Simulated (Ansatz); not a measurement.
Program: Ansatz. Geometries: PBE0-D4/def2-TZVP. ΔE: electronic, gas phase. CCSD(T)/CBS adds triple-zeta CCSD(T) − MP2 to the extrapolated MP2 energy (def2 sets, frozen cores). This one scheme is used for every species. Functionals use def2-TZVPP. B3LYP here is the variant with VWN-RPA as its local correlation; programs differ in this. Each species was taken in one conformer, which may not be the lowest.

Consider the ligand exchange at the Al–S bond: `[SiH3][AlH][S][SiH3]` + H₂S → `[SiH3][AlH][SH]` + `[SiH3]S`.

`[SiH3][AlH][S][SiH3]`:

Cartesian coordinates in Å:
```
Si 0.524 -1.802 -0.193
Al -0.051 -0.368 1.712
S -0.596 1.728 1.419
Si -0.449 1.874 -0.709
H 1.383 -1.092 -1.182
H 1.254 -3.019 0.259
H -0.708 -2.249 -0.903
H -0.076 -0.841 3.223
H -1.024 0.671 -1.367
H -1.220 3.073 -1.119
H 0.963 2.024 -1.140
```

H₂S:

Z-matrix (Å, degrees):
```
S
H 1 1.341
H 1 1.341 2 92.3
```

`[SiH3][AlH][SH]`:

Cartesian coordinates in Å:
```
Si -1.005 -0.790 -0.893
Al 0.300 0.394 0.806
S 2.227 1.204 0.172
H -0.281 -0.874 -2.191
H -2.304 -0.100 -1.135
H -1.319 -2.179 -0.449
H -0.137 0.622 2.312
H 2.520 1.723 1.378
```

`[SiH3]S`:

Z-matrix (Å, degrees):
```
Si
S 1 2.137
H 1 1.485 2 111.6
H 1 1.485 2 111.6 3 -122.0
H 1 1.482 2 104.8 3 119.0
H 2 1.344 1 94.7 3 60.9
```

```
           level  ΔE (kJ/mol)  difference from CCSD(T)/CBS
        B3LYP-D4          7.0                         -1.5
         ωB97M-V          7.4                         -1.1
          revPBE         -2.6                        -11.1
         r2SCANh          4.8                         -3.7
         r2SCAN0          5.1                         -3.4
           BHLYP         -0.5                         -9.0
CCSD(T)/def2-SVP          7.8                         -0.7
   HF/def2-TZVPP         -2.0                        -10.5
  MP2/def2-TZVPP          9.3                          0.8
  CCSD/CBS(def2)          6.6                         -1.9
     CCSD(T)/CBS          8.5                            0
```

Largest T1 diagnostic among the species: 0.013.

From BLYP to BHLYP (50 % exact exchange), in def2-TZVPP and without D4, ΔE moves by +4.6 kJ/mol. Leaving LDA and LC-ωPBE aside and taking each functional with its dispersion term where it has one, the values, not all of them listed here, spread over 6.9 kJ/mol, from B2PLYP to BHLYP-D4. LDA lies +5.9 kJ/mol from PBE without D4. In def2-TZVPP, CCSD(T) changes the Hartree–Fock value by +9.4 kJ/mol (the triples alone add +1.9 kJ/mol) and MP2 by +11.3 kJ/mol.
